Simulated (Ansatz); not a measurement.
Ansatz (a quantum-chemistry and plane-wave program) input (B3LYP/6-31G*):

Ansatz 0.2 input:
```yaml
crystal:
  periodic: [false, false, false]
  atoms:
    - {symbol: C, position_ang: [1.96589516, 1.11568063, -0.21656826]}
    - {symbol: Si, position_ang: [1.53290409, -0.47783294, 0.37252166]}
    - {symbol: O, position_ang: [-0.13052147, -1.06532301, 0.27874675]}
    - {symbol: Si, position_ang: [-1.36222366, -0.31594995, -0.48901782]}
    - {symbol: C, position_ang: [-1.89209783, 1.35827533, 0.22247750]}
    - {symbol: H, position_ang: [1.79155218, 2.01878074, 0.37250390]}
    - {symbol: H, position_ang: [2.14429526, 1.31027572, -1.27592513]}
    - {symbol: H, position_ang: [1.76025799, -0.67942922, 1.85101086]}
    - {symbol: H, position_ang: [2.23294916, -1.60903780, -0.34112425]}
    - {symbol: H, position_ang: [-1.17670810, -0.12682685, -1.96879164]}
    - {symbol: H, position_ang: [-2.56628530, -1.21831795, -0.38031558]}
    - {symbol: H, position_ang: [-1.06664722, 2.06841242, 0.11125536]}
    - {symbol: H, position_ang: [-2.12749125, 1.27751237, 1.29117416]}
    - {symbol: H, position_ang: [-2.78006115, 1.75043921, -0.29427095]}
basis:
  gaussian:
    orbitals: 6-31G*
hamiltonian:
  xc: {name: B3LYP}
total_charge: -1
phonons: {temperatures: {t_min: 298.15, t_max: 298.15, t_step: 100}}
```

Output:

```
Functional definition: B3LYP
integrals: 0.06 GiB planned
1120 factors; integrals over basis functions are off by at most 6.4e-4 eV
mean field: 0.45 GiB planned
mean field evaluation 1: about -20016.9258 eV, gradient 5.9e1 eV
mean field evaluation 2: about -20003.9076 eV, gradient 8.4e1 eV
mean field evaluation 4: about -20024.8885 eV, gradient 6.9e0 eV
mean field evaluation 8: about -20025.0015 eV, gradient 1.2e-1 eV
mean field evaluation 16: about -20025.0015 eV, gradient 1.3e-5 eV
mean field -20025.00154623 eV, -735.9052333903 hartree, gradient 1.3e-5 eV, S^2 0.000000; 0 other end points of the search recorded, 0 dependent functions left out
the calculation of the forces begins
reference -20025.00182635 eV, -735.9052436847 hartree; 29, 29 occupied and 72, 72 virtual orbitals, 1120 factors
these checks for a lower state are left out or cut short: stability, starts, cluster_reference, orbital_swaps, neighbouring_geometries, increment
integrals: 0.06 GiB planned
1120 factors; integrals over basis functions are off by at most 6.4e-4 eV
mean field: 0.45 GiB planned
mean field -20025.00152955 eV, -735.9052327772 hartree, gradient 2.0e-6 eV, S^2 0.000000; 0 other end points of the search recorded, 0 dependent functions left out
the calculation of the forces begins
reference -20025.00180970 eV, -735.9052430727 hartree; 29, 29 occupied and 72, 72 virtual orbitals, 1120 factors
these checks for a lower state are left out or cut short: stability, starts, cluster_reference, orbital_swaps, neighbouring_geometries, increment
integrals: 0.06 GiB planned
1120 factors; integrals over basis functions are off by at most 6.4e-4 eV
mean field: 0.45 GiB planned
mean field -20025.00153087 eV, -735.9052328261 hartree, gradient 1.1e-6 eV, S^2 0.000000; 0 other end points of the search recorded, 0 dependent functions left out
the calculation of the forces begins
reference -20025.00181097 eV, -735.9052431195 hartree; 29, 29 occupied and 72, 72 virtual orbitals, 1120 factors
these checks for a lower state are left out or cut short: stability, starts, cluster_reference, orbital_swaps, neighbouring_geometries, increment
integrals: 0.06 GiB planned
1120 factors; integrals over basis functions are off by at most 6.4e-4 eV
mean field: 0.45 GiB planned
mean field evaluation 32: about -20025.0014 eV, gradient 6.7e-5 eV
mean field -20025.00138512 eV, -735.9052274696 hartree, gradient 1.8e-6 eV, S^2 0.000000; 0 other end points of the search recorded, 0 dependent functions left out
the calculation of the forces begins
reference -20025.00166522 eV, -735.9052377631 hartree; 29, 29 occupied and 72, 72 virtual orbitals, 1120 factors
these checks for a lower state are left out or cut short: stability, starts, cluster_reference, orbital_swaps, neighbouring_geometries, increment
integrals: 0.06 GiB planned
1120 factors; integrals over basis functions are off by at most 6.4e-4 eV
mean field: 0.45 GiB planned
mean field -20025.00138707 eV, -735.9052275415 hartree, gradient 2.7e-6 eV, S^2 0.000000; 0 other end points of the search recorded, 0 dependent functions left out
the calculation of the forces begins
reference -20025.00166722 eV, -735.9052378368 hartree; 29, 29 occupied and 72, 72 virtual orbitals, 1120 factors
these checks for a lower state are left out or cut short: stability, starts, cluster_reference, orbital_swaps, neighbouring_geometries, increment
integrals: 0.06 GiB planned
1120 factors; integrals over basis functions are off by at most 6.4e-4 eV
mean field: 0.45 GiB planned
mean field -20025.00139663 eV, -735.9052278928 hartree, gradient 1.8e-6 eV, S^2 0.000000; 0 other end points of the search recorded, 0 dependent functions left out
the calculation of the forces begins
reference -20025.00167677 eV, -735.9052381878 hartree; 29, 29 occupied and 72, 72 virtual orbitals, 1120 factors
these checks for a lower state are left out or cut short: stability, starts, cluster_reference, orbital_swaps, neighbouring_geometries, increment
integrals: 0.06 GiB planned
1120 factors; integrals over basis functions are off by at most 6.4e-4 eV
mean field: 0.45 GiB planned
mean field -20025.00139452 eV, -735.9052278152 hartree, gradient 1.8e-6 eV, S^2 0.000000; 0 other end points of the search recorded, 0 dependent functions left out
the calculation of the forces begins
reference -20025.00167463 eV, -735.9052381090 hartree; 29, 29 occupied and 72, 72 virtual orbitals, 1120 factors
these checks for a lower state are left out or cut short: stability, starts, cluster_reference, orbital_swaps, neighbouring_geometries, increment
integrals: 0.06 GiB planned
1120 factors; integrals over basis functions are off by at most 6.4e-4 eV
mean field: 0.45 GiB planned
mean field -20025.00147525 eV, -735.9052307820 hartree, gradient 2.0e-6 eV, S^2 0.000000; 0 other end points of the search recorded, 0 dependent functions left out
[...]
mean field: 0.45 GiB planned
mean field -20025.00152921 eV, -735.9052327651 hartree, gradient 9.3e-7 eV, S^2 0.000000; 0 other end points of the search recorded, 0 dependent functions left out
the calculation of the forces begins
reference -20025.00180933 eV, -735.9052430591 hartree; 29, 29 occupied and 72, 72 virtual orbitals, 1120 factors
these checks for a lower state are left out or cut short: stability, starts, cluster_reference, orbital_swaps, neighbouring_geometries, increment
integrals: 0.06 GiB planned
1120 factors; integrals over basis functions are off by at most 6.4e-4 eV
mean field: 0.45 GiB planned
mean field -20025.00152790 eV, -735.9052327168 hartree, gradient 1.0e-6 eV, S^2 0.000000; 0 other end points of the search recorded, 0 dependent functions left out
the calculation of the forces begins
reference -20025.00180804 eV, -735.9052430117 hartree; 29, 29 occupied and 72, 72 virtual orbitals, 1120 factors
these checks for a lower state are left out or cut short: stability, starts, cluster_reference, orbital_swaps, neighbouring_geometries, increment
integrals: 0.06 GiB planned
1120 factors; integrals over basis functions are off by at most 6.4e-4 eV
mean field: 0.45 GiB planned
mean field -20025.00153282 eV, -735.9052328975 hartree, gradient 7.0e-7 eV, S^2 0.000000; 0 other end points of the search recorded, 0 dependent functions left out
the calculation of the forces begins
reference -20025.00181295 eV, -735.9052431921 hartree; 29, 29 occupied and 72, 72 virtual orbitals, 1120 factors
these checks for a lower state are left out or cut short: stability, starts, cluster_reference, orbital_swaps, neighbouring_geometries, increment
integrals: 0.06 GiB planned
1120 factors; integrals over basis functions are off by at most 6.4e-4 eV
mean field: 0.45 GiB planned
mean field -20025.00153469 eV, -735.9052329664 hartree, gradient 9.5e-7 eV, S^2 0.000000; 0 other end points of the search recorded, 0 dependent functions left out
the calculation of the forces begins
reference -20025.00181481 eV, -735.9052432606 hartree; 29, 29 occupied and 72, 72 virtual orbitals, 1120 factors
these checks for a lower state are left out or cut short: stability, starts, cluster_reference, orbital_swaps, neighbouring_geometries, increment
integrals: 0.06 GiB planned
1120 factors; integrals over basis functions are off by at most 6.4e-4 eV
mean field: 0.45 GiB planned
mean field -20025.00144852 eV, -735.9052297997 hartree, gradient 2.0e-6 eV, S^2 0.000000; 0 other end points of the search recorded, 0 dependent functions left out
the calculation of the forces begins
reference -20025.00172868 eV, -735.9052400952 hartree; 29, 29 occupied and 72, 72 virtual orbitals, 1120 factors
these checks for a lower state are left out or cut short: stability, starts, cluster_reference, orbital_swaps, neighbouring_geometries, increment
integrals: 0.06 GiB planned
1120 factors; integrals over basis functions are off by at most 6.4e-4 eV
mean field: 0.45 GiB planned
mean field evaluation 480: about -20025.0014 eV, gradient 8.3e-2 eV
mean field -20025.00144883 eV, -735.9052298109 hartree, gradient 2.6e-6 eV, S^2 0.000000; 0 other end points of the search recorded, 0 dependent functions left out
the calculation of the forces begins
reference -20025.00172892 eV, -735.9052401042 hartree; 29, 29 occupied and 72, 72 virtual orbitals, 1120 factors
these checks for a lower state are left out or cut short: stability, starts, cluster_reference, orbital_swaps, neighbouring_geometries, increment
integrals: 0.06 GiB planned
1120 factors; integrals over basis functions are off by at most 6.4e-4 eV
mean field: 0.45 GiB planned
mean field -20025.00147665 eV, -735.9052308332 hartree, gradient 2.4e-6 eV, S^2 0.000000; 0 other end points of the search recorded, 0 dependent functions left out
the calculation of the forces begins
reference -20025.00175673 eV, -735.9052411262 hartree; 29, 29 occupied and 72, 72 virtual orbitals, 1120 factors
these checks for a lower state are left out or cut short: stability, starts, cluster_reference, orbital_swaps, neighbouring_geometries, increment
integrals: 0.06 GiB planned
1120 factors; integrals over basis functions are off by at most 6.4e-4 eV
mean field: 0.45 GiB planned
mean field -20025.00147591 eV, -735.9052308060 hartree, gradient 2.3e-6 eV, S^2 0.000000; 0 other end points of the search recorded, 0 dependent functions left out
the calculation of the forces begins
reference -20025.00175607 eV, -735.9052411018 hartree; 29, 29 occupied and 72, 72 virtual orbitals, 1120 factors
these checks for a lower state are left out or cut short: stability, starts, cluster_reference, orbital_swaps, neighbouring_geometries, increment
integrals: 0.06 GiB planned
1120 factors; integrals over basis functions are off by at most 6.4e-4 eV
mean field: 0.45 GiB planned
mean field -20025.00152572 eV, -735.9052326366 hartree, gradient 1.6e-6 eV, S^2 0.000000; 0 other end points of the search recorded, 0 dependent functions left out
the calculation of the forces begins
reference -20025.00180587 eV, -735.9052429319 hartree; 29, 29 occupied and 72, 72 virtual orbitals, 1120 factors
these checks for a lower state are left out or cut short: stability, starts, cluster_reference, orbital_swaps, neighbouring_geometries, increment
integrals: 0.06 GiB planned
1120 factors; integrals over basis functions are off by at most 6.4e-4 eV
mean field: 0.45 GiB planned
mean field -20025.00152139 eV, -735.9052324776 hartree, gradient 1.2e-6 eV, S^2 0.000000; 0 other end points of the search recorded, 0 dependent functions left out
the calculation of the forces begins
reference -20025.00180150 eV, -735.9052427712 hartree; 29, 29 occupied and 72, 72 virtual orbitals, 1120 factors
these checks for a lower state are left out or cut short: stability, starts, cluster_reference, orbital_swaps, neighbouring_geometries, increment
integrals: 0.06 GiB planned
1120 factors; integrals over basis functions are off by at most 6.4e-4 eV
mean field: 0.45 GiB planned
mean field evaluation 512: about -20025.0015 eV, gradient 2.5e-5 eV
mean field -20025.00151403 eV, -735.9052322070 hartree, gradient 1.2e-6 eV, S^2 0.000000; 0 other end points of the search recorded, 0 dependent functions left out
the calculation of the forces begins
reference -20025.00179413 eV, -735.9052425006 hartree; 29, 29 occupied and 72, 72 virtual orbitals, 1120 factors
these checks for a lower state are left out or cut short: stability, starts, cluster_reference, orbital_swaps, neighbouring_geometries, increment
integrals: 0.06 GiB planned
1120 factors; integrals over basis functions are off by at most 6.4e-4 eV
mean field: 0.45 GiB planned
mean field -20025.00151322 eV, -735.9052321774 hartree, gradient 1.1e-6 eV, S^2 0.000000; 0 other end points of the search recorded, 0 dependent functions left out
the calculation of the forces begins
reference -20025.00179337 eV, -735.9052424727 hartree; 29, 29 occupied and 72, 72 virtual orbitals, 1120 factors
Total energy: -20025.00182635 eV, -735.9052436847 hartree
Atom 0 at     1.965895     1.115681    -0.216568 Å, force    -0.000220    -0.000355     0.000217 eV/Å
Atom 1 at     1.532904    -0.477833     0.372522 Å, force     0.001367     0.001015     0.000057 eV/Å
Atom 2 at    -0.130521    -1.065323     0.278747 Å, force    -0.001250     0.002431    -0.001233 eV/Å
Atom 3 at    -1.362224    -0.315950    -0.489018 Å, force     0.000358    -0.001403     0.002105 eV/Å
Atom 4 at    -1.892098     1.358275     0.222477 Å, force    -0.000188    -0.001471    -0.000489 eV/Å
Atom 5 at     1.791552     2.018781     0.372504 Å, force    -0.000091    -0.000041     0.000027 eV/Å
Atom 6 at     2.144295     1.310276    -1.275925 Å, force     0.000252     0.000192    -0.000362 eV/Å
Atom 7 at     1.760258    -0.679429     1.851011 Å, force    -0.000050    -0.000582     0.000777 eV/Å
Atom 8 at     2.232949    -1.609038    -0.341124 Å, force    -0.000129    -0.000645    -0.000316 eV/Å
Atom 9 at    -1.176708    -0.126827    -1.968792 Å, force     0.000007    -0.000055    -0.000276 eV/Å
Atom 10 at    -2.566285    -1.218318    -0.380316 Å, force    -0.000387    -0.000159    -0.000296 eV/Å
Atom 11 at    -1.066647     2.068412     0.111255 Å, force    -0.000154     0.000578    -0.000128 eV/Å
Atom 12 at    -2.127491     1.277512     1.291174 Å, force     0.000251    -0.000381    -0.000242 eV/Å
Atom 13 at    -2.780061     1.750439    -0.294271 Å, force     0.000234     0.000877     0.000158 eV/Å
Dipole moment:    -1.019345     0.149129    -0.047384 e Å
Vibrations: 53.52 90.23 94.60 173.12 218.21 317.52 325.60 400.02 487.39 491.92 547.31 657.96 749.92 774.11 816.26 869.93 880.90 892.20 904.40 953.56 967.85 993.43 1039.22 1298.90 1408.21 1483.84 1512.05 2094.15 2108.92 2116.19 2152.19 3019.52 3091.06 3091.88 3132.19 3155.32 cm⁻¹, zero-point energy 2.688201 eV
```

The blocks after the first are displaced geometries, from whose forces the wavenumbers follow.

The dipole moment of an ion depends on the origin.
